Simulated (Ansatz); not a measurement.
The same ligand exchange along the group F, Cl, Br.

Program: Ansatz. Geometries: PBE0-D4/def2-TZVP. ΔE: electronic, gas phase. CCSD(T)/CBS is the MP2 limit (def2-TZVPP, def2-QZVPP) plus CCSD(T) − MP2 in def2-TZVPP, frozen cores. This one scheme is used for every species. Functionals use def2-TZVPP. def2 core potentials past Kr. For Br, In outer-core shells are correlated without core-valence functions, which leaves a few kJ/mol of doubt a bond. Scalar relativity is left out up to krypton. Each species was taken in one conformer, which may not be the lowest.

```csv
reaction,CCSD(T)/def2-SVP (kcal/mol),ωB97X-V (kcal/mol),CCSD(T)/CBS(def2) (kcal/mol)
`[OH][In]([F])[F]` + NH₃ → `[NH2][In]([F])[F]` + H₂O,2.7,2.0,0.9
`[OH][In]([Cl])[Cl]` + NH₃ → `[NH2][In]([Cl])[Cl]` + H₂O,3.5,3.0,2.0
`[OH][In]([Br])[Br]` + NH₃ → `[NH2][In]([Br])[Br]` + H₂O,3.7,3.3,2.3
```

Largest T1 diagnostic: 0.018, for `[OH][In]([F])[F]`.
